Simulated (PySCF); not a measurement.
Compound: 2,3'-bithiophene, C₈H₆S₂.
Atom-mapped SMILES: `[cH:1]1[cH:2][s:3][c:4](-[c:5]2[cH:6][cH:7][s:8][cH:9]2)[cH:10]1` (hydrogens: H11 on C1; H12 on C2; H13 on C6; H14 on C7; H15 on C9; H16 on C10)

Method: PySCF 2.14.0, PBE0-D3(BJ)/def2-SVP geometry optimisation, gas phase.

What internal coordinates does the optimisation give?

```csv
bond,length (Å),order
C1–C2,1.371,aromatic
C2–S3,1.715,aromatic
S3–C4,1.734,aromatic
C4–C5,1.458,single
C5–C6,1.433,aromatic
C6–C7,1.366,aromatic
C7–S8,1.717,aromatic
S8–C9,1.712,aromatic
C4–C10,1.379,aromatic
C1–C10,1.419,aromatic
C5–C9,1.380,aromatic
C1–H11,1.091,single
C2–H12,1.089,single
C6–H13,1.091,single
C7–H14,1.089,single
C9–H15,1.089,single
C10–H16,1.091,single
```

Orders are formal, as drawn. A selection of angles:
```csv
angle,degrees
C2–C1–C10,112.6
C2–C1–H11,123.3
C10–C1–H11,124.0
C1–C2–S3,111.5
C1–C2–H12,128.4
S3–C2–H12,120.1
C2–S3–C4,92.4
S3–C4–C5,120.7
S3–C4–C10,110.2
C5–C4–C10,129.1
C4–C5–C6,124.5
C4–C5–C9,124.4
C6–C5–C9,111.1
C5–C6–C7,113.0
C5–C6–H13,123.8
C7–C6–H13,123.2
C6–C7–S8,111.6
C6–C7–H14,128.0
S8–C7–H14,120.4
C7–S8–C9,91.9
S8–C9–H15,120.0
C5–C9–S8,112.3
C5–C9–H15,127.7
C4–C10–H16,123.0
C1–C10–C4,113.2
C1–C10–H16,123.8
```

Dihedral angles: S3–C4–C5–C6 0° (synperiplanar).

The 7 C–C bonds span 1.366 Å (C6–C7, aromatic) to 1.458 Å (C4–C5, drawn single), a spread of 0.092 Å. Of the pairs four or more bonds apart, S3···H13 is among the closest relative to their van der Waals radii: 2.84 Å, 95 % of the sum of Bondi's values. The 10 heavy atoms lie in one plane (0.002 Å rms). The C–S distances run from 1.712 Å (S8–C9, aromatic) to 1.734 Å (S3–C4, aromatic), a spread of 0.022 Å. The 5-membered ring C1–C2–S3–C4–C10 has internal angles of 92.4° to 113.2° (sum 540°, against 540° for a flat polygon); it is planar, 0.00 Å rms from its mean plane, widest ring torsion 0°. The 5-membered ring C5–C6–C7–S8–C9 has internal angles of 91.9° to 113.0°; it is planar, 0.00 Å rms from its mean plane, widest ring torsion 0°. S8 (thiophene-type sulfur) is bent (angle 91.9°).

Point group: Cs (every atom within 0.08 Å of its image). No frequency check. The numbers are those of one conformer.
